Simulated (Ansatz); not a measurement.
Geometry optimisation, RKS PBE-D4/def2-SVP in Ansatz 0.2.0.

Input file:

```yaml
crystal:
  periodic: [false, false, false]
  atoms:
    - { symbol: Al, position_ang: [-0.012195, 0.194699, 0.001338] }
    - { symbol: H, position_ang: [-0.01697, 0.302552, 1.563185] }
    - { symbol: Cl, position_ang: [1.791891, 0.097382, -1.08698] }
    - { symbol: Cl, position_ang: [-1.823862, 0.218932, -1.076097] }
    - { symbol: P, position_ang: [0.144471, -2.989728, 1.382755] }
    - { symbol: H, position_ang: [-0.532929, -3.023437, 0.108445] }
    - { symbol: H, position_ang: [1.438684, -2.805537, 0.777086] }
    - { symbol: H, position_ang: [-0.041391, -1.572764, 1.546267] }
basis:
  gaussian: { orbitals: def2-SVP }
hamiltonian:
  xc: pbe
  dispersion: d4
relax:
  f_tol: 0.03
  max_steps: 50
```

Run as:

```bash
$ ansatz run input.yaml --threads 2 --pin off --max-ram 3072MiB --backend cpu --events-out ev --progress --plain --runs-dir out
```

Question: Where does it end, and by what steps?

Answer: The run converged. After 11 steps the energy has fallen by 0.168 eV; H7 moved furthest, 0.52 Å.

```tsv
step	energy less start (eV)	largest force component (eV/Å)	accepted
0	0.0000	0.444	yes
1	-0.0740	0.173	yes
2	-0.1018	0.426	yes
3	-0.1298	0.462	yes
4	-0.1489	0.310	yes
5	-0.1600	0.145	yes
6	-0.1624	0.103	yes
7	-0.1659	0.075	yes
8	-0.1672	0.077	yes
9	-0.1676	0.034	yes
10	-0.1675	0.036	no
11	-0.1679	0.009	yes
```

```xyz
8
Properties=species:S:1:pos:R:3
Al 0.052 0.038 0.101
H -0.088 0.696 1.533
Cl 1.936 -0.026 -0.871
Cl -1.665 -0.270 -1.106
P 0.190 -3.017 1.173
H -0.806 -2.699 0.183
H 1.280 -2.555 0.354
H 0.048 -1.745 1.850
```

Whether the end is a true minimum wasn't checked by a vibrational analysis.

Time of the run: 22 s on 2 threads of Intel(R) Xeon(R) Platinum 8259CL CPU @ 2.50GHz (Skylake/Cascade Lake), with other jobs on the host, peak memory 0.16 GiB.
